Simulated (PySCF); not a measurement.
**Dipole response of Mo²⁺ (molybdenum, charge +2)**

[Kr] 4d4, high-spin 5D determinant. Calculation: PySCF 2.14, in aug-cc-pVDZ-PP with ECP28MDF (5s5p4d2f, 54 functions); scalar relativity through the core potential. Coupled (time-dependent) response in atomic units; α is the mean over directions. A double-zeta set is small for polarisabilities.

```tsv
method	mean α (bohr³)	α xx, yy, zz	C₆ (like pair)	S(−4)
UHF	9.271	8.700, 8.700, 10.41	49.11	30.78
PBE	10.60	10.05, 10.05, 11.69	56.73	47.72
PBE0	10.09	9.538, 9.538, 11.20	53.87	40.38
PBEsol	10.72	10.17, 10.17, 11.84	57.73	48.32
B3LYP	10.19	9.675, 9.675, 11.22	54.23	42.38
```

S(−4) is the Cauchy moment in α(ω) = α(0) + S(−4) ω² + …

Spin-orbit coupling is absent.

α(iu) at PBE0:

```json
{"u (hartree)": "0", "α(iu) (bohr³)": "10.09"}
{"u (hartree)": "0.0500", "α(iu) (bohr³)": "9.992"}
{"u (hartree)": "0.100", "α(iu) (bohr³)": "9.715"}
{"u (hartree)": "0.200", "α(iu) (bohr³)": "8.835"}
{"u (hartree)": "0.300", "α(iu) (bohr³)": "7.850"}
{"u (hartree)": "0.500", "α(iu) (bohr³)": "6.183"}
{"u (hartree)": "0.750", "α(iu) (bohr³)": "4.719"}
{"u (hartree)": "1.00", "α(iu) (bohr³)": "3.704"}
{"u (hartree)": "1.50", "α(iu) (bohr³)": "2.429"}
{"u (hartree)": "2.00", "α(iu) (bohr³)": "1.693"}
{"u (hartree)": "3.00", "α(iu) (bohr³)": "0.9326"}
{"u (hartree)": "5.00", "α(iu) (bohr³)": "0.3906"}
```

For an ion, C₆ is the dispersion term alone; charge-induced terms of lower order in 1/R come first.

The components differ because the open shell of this determinant is not spherical; for a pure term their mean is the scalar polarisability.

Energies and moments cover only the electrons outside the core potential.
